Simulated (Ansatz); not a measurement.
`C[SiH](S)CF` → `CCF` + `[SiH]S` at 298.15 K and 1 bar (silylene formation by 1,1-elimination).

Computed with Ansatz on PBE0-D4/def2-TZVP structures; ΔE is electronic, products minus reactants. CCSD(T)/CBS is the MP2 limit (def2-TZVPP, def2-QZVPP) plus CCSD(T) − MP2 in def2-TZVPP, frozen cores. This one scheme is used for every species. Each species was taken in one conformer, which may not be the lowest.

| species | CCSD(T)/CBS energy (Eh) | H − E (kJ/mol) | S (J/(mol·K)) |
| --- | --- | --- | --- |
| `C[SiH](S)CF` | -866.99875 | 247.8 | 370.4 |
| `CCF` | -178.90141 | 191.2 | 263.6 |
| `[SiH]S` | -688.02937 | 55.9 | 256.4 |

H − E and S are ideal-gas, rigid-rotor, harmonic terms from PBE0-D4/def2-TZVP, for one conformer and one mirror image of each species. 1 Eh = 2625.50 kJ/mol, R = 8.31446 J/(mol·K).

Q: By hand: ΔE, ΔH, ΔS and ΔG.

A: ΔE = (-178.90141) + (-688.02937) − (-866.99875) = 0.06797 Eh = 178.5 kJ/mol. Δ(H − E) = 191.2 + 55.9 − 247.8 = -0.7, so ΔH = 177.8 kJ/mol. ΔS = 263.6 + 256.4 − 370.4 = 149.6 J/(mol·K). ΔG = 177.8 − 298.15 × (149.6)/1000 = 133.2 kJ/mol.

Q: By hand: the equilibrium constant, and the temperature at which ΔG would vanish if ΔH and ΔS stayed fixed.

A: log₁₀ K = −ΔG/(RT ln 10) = -23.3. ΔG = 0 at ΔH/ΔS = 1189 K.

The number of gas molecules changes by +1, which sets the sign of ΔS. A doubt of 5 kJ/mol in ΔE shifts log₁₀ K by 0.9 here. Other conformers and mirror images would add mixing entropy, several J/(mol·K) or more a flexible species. These are equilibria of isolated gas molecules and say nothing of rates. Largest T1 diagnostic: 0.016 (customary marks: 0.02 for closed shells, 0.045 for open ones).
